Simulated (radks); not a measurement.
These are the eigenvalues of the occupied orbitals of an atom or ion with whole-number occupations (Ry). Calculated with a radial shooting solver on a logarithmic mesh with Libxc functionals: scalar-relativistic Kohn-Sham, PBE, spin-unpolarised, spherical densities, finite nucleus; Fermi nuclear charge, rms radius of each element as measured or else 0.836 A^(1/3) + 0.57 fm.

1s: -40.99357
2s: -4.28837
2p: -3.17822

Which element is it, and in what charge state? The configuration may be excited.

Answer. Z = 8, oxygen, charge +2: O2+ in [He] 2s2 2p2. The list shows which subshells hold electrons but not how many an open one holds; the 1s level, -20.497 hartree, gives Z - s = 6.4 by -(Z - s)^2/2, which with screening and relativity narrows Z to a few neighbours, and the depths of the outer levels then fix element, charge and occupations together.
